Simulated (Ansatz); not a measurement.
`BBBr` + `OB[SiH2][AlH2]` → `BOB[SiH2][AlH2]` + `BBr`  (cleavage of the B–B bond)

Isolated molecules relaxed with PBE0-D4/def2-TZVP in Ansatz; ΔE leaves out vibrations. CCSD(T)/CBS adds triple-zeta CCSD(T) − MP2 to the extrapolated MP2 energy (def2 sets, frozen cores). Functionals use def2-TZVPP. B3LYP here is the variant with VWN-RPA as its local correlation; programs differ in this. For Br outer-core shells are correlated without core-valence functions, which leaves a few kJ/mol of doubt a bond. Scalar relativity is left out up to krypton. One conformer a species, not always the lowest.

| level | ΔE (kcal/mol) | difference from CCSD(T)/CBS |
| --- | --- | --- |
| BLYP-D4 | -30.1 | -1.6 |
| r2SCAN-D4 | -28.2 | 0.3 |
| BHLYP-D4 | -30.2 | -1.7 |
| CAM-B3LYP-D4 | -30.5 | -2.0 |
| B2PLYP | -29.9 | -1.4 |
| BLYP | -30.1 | -1.6 |
| B3LYP | -30.0 | -1.5 |
| r2SCANh | -28.2 | 0.3 |
| r2SCAN0 | -28.3 | 0.2 |
| RPA@PBE/def2-TZVPP | -28.3 | 0.2 |
| MP2/def2-SVP | -32.7 | -4.2 |
| CCSD(T)/def2-SVP | -31.9 | -3.4 |
| SCS-MP2/def2-TZVPP | -29.5 | -1.0 |
| CCSD/def2-TZVPP | -28.2 | 0.3 |
| MP2/def2-QZVPP | -29.4 | -0.9 |
| HF/CBS(def2) | -31.0 | -2.5 |
| CCSD(T)/CBS | -28.5 | 0 |

Largest T1 diagnostic among the species: 0.017.

In def2-TZVPP, CCSD(T) changes the Hartree–Fock value by +2.3 kcal/mol (the triples alone add −0.1 kcal/mol) and MP2 by +1.4 kcal/mol. At CCSD(T), def2-SVP lies −3.4 kcal/mol from the extrapolated value and def2-TZVPP +0.2 kcal/mol.
